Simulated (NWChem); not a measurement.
Extrapolating the MP2 correlation energy of vinylidene fluoride (C$_{2}$H$_{2}$F$_{2}$)

SMILES: FC(=C)F
```xyz
6

C      0.0000     0.0000     1.3820
C      0.0000     0.0000     0.0583
F      1.0734     0.0000    -0.6935
F     -1.0734     0.0000    -0.6935
H     -0.9458     0.0000     1.9203
H      0.9458     0.0000     1.9203
```
Charge 0, spin multiplicity 1.

Program: NWChem. Structure: optimised with PBE0/def2-SVP, a minimum by its harmonic frequencies.

The correlated methods keep 4 core orbitals frozen.

Worked example. The MP2 correlation energy is -631.72 mHa in cc-pVDZ and -815.85 mHa in cc-pVTZ. The form E(X) = E∞ + A/X³ turns the pair into an estimate of the basis-set limit.

E∞ = (3³·(-815.85) − 2³·(-631.72))/(3³ − 2³) = -893.4 mHa. The larger basis holds 91 % of that, at about 4 times the processor time of the smaller one. This is a two-point estimate, and a rough one from so small a pair.
